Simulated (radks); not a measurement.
The numbers below are computed, except where a source is named.
In29+, configuration [Ar] 3d2.

Level of theory: non-relativistic Kohn-Sham, TPSS, spin-polarised, spherical densities, point nucleus; open shells are filled with parallel spins first (spin-orbit coupling, left out, can overturn this in heavy ions); meta-GGA in the generalised Kohn-Sham scheme; relativity is left out, which matters for an element this heavy (a radial shooting solver on a logarithmic mesh with Libxc functionals).

Energy parts (eV):
| part | energy |
|---|---|
| total | -140679.669 |
| kinetic | 140653.798 |
| electron-nucleus | -305484.128 |
| Hartree | 27159.287 |
| exchange-correlation | -3008.626 |

Orbitals (lengths in bohr, moments of r in powers of bohr; <r^-3> diverges for s and p1/2; r(max) is where P^2 peaks):
orbital  occ.  eigenvalue (eV)  <r^-3>      <r^4>   r(max)     <r^2>
1s up       1        -28180.51       -  4.204e-06  0.02056  0.001289
1s down     1        -28180.48       -  4.204e-06  0.02056  0.001289
2s up       1        -5260.281       -  0.0007289   0.1135   0.02080
2s down     1        -5253.724       -  0.0007267   0.1135   0.02077
2p up       3        -5007.754    3841  0.0004775  0.08899   0.01568
2p down     3        -5002.802    3849  0.0004755  0.08892   0.01565
3s up       1        -1870.251       -    0.02312   0.3110    0.1256
3s down     1        -1862.996       -    0.02330   0.3114    0.1261
3p up       3        -1773.769   855.9    0.02106   0.2956    0.1176
3p down     3        -1765.761   849.1    0.02126   0.2960    0.1181
3d up       2        -1615.144   142.7    0.01442   0.2362   0.09243
3d down     0        -1604.971   142.1    0.01463   0.2367   0.09302
4s up       0        -935.5596       -     0.2973   0.6427    0.4661
4s down     0        -933.0544       -     0.2997   0.6439    0.4680
4p up       0        -895.4108   295.3     0.2991   0.6387    0.4641
4p down     0        -892.7646   293.4     0.3019   0.6402    0.4662

The highest occupied level is 3d up at -1615.1 eV. The density falls to 0.001 e/bohr^3 at r = 0.94 bohr. Virial ratio -V/T = 2.00018. For comparison, the ionisation energy in NIST's Atomic Spectra Database is 1659 eV (theoretical). In exact Kohn-Sham theory the highest level is minus the ionisation energy, but local and semilocal functionals leave it too shallow, through self-interaction and a potential that decays too fast; potentials with the right tail come closer. Summed over all electrons, <r^2> = 1.282 bohr^2, which gives a Langevin (diamagnetic) susceptibility term of -1.02 x 10^-6 cm^3/mol.
